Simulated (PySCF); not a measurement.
# A survey of $^{15}$N NMR shifts

Theory: shieldings: GIAO PBE0/pcSseg-1, geometry from GFN2-xTB, in PySCF 2.14 (relativity neglected, one averaged value for each set of equivalent atoms, one computed conformer, no solvent model).

Shieldings were converted by a linear fit to measured shifts: $^{15}$N (scatter 6.3 ppm rms vs CH3NO2, solution or neat liquid). A few per cent of atoms miss by over 2 rms, more outside the fitted compound classes.

Task: Give the $^{15}$N shifts of `C/C=N\CC`, `C[C@]1(OC=O)CCN[SiH2]1`.

Result: 
```csv
compound,environment,δ (ppm)
C/C=N\CC,imine nitrogen,-33.3
C[C@]1(OC=O)CCN[SiH2]1,"nitrogen bonded to C, Si, H, in a 5-membered ring",-365.5
```

Task: Order these by $^{15}$N shift, lowest first.
A. C=C[C@@H]1CCO[Si@@H](N)O1
B. NC(=O)[Si@@H]1C[C@H](C[SiH3])[SiH2]1
C. CO[Si](C)(CC#N)OC
D. C/C=N\CC

Result: A (-366.6 ppm, nitrogen bonded to Si, 2 H), B (-272.9 ppm, amide-type nitrogen), C (-123.1 ppm, nitrile nitrogen), D (-33.3 ppm, imine nitrogen).
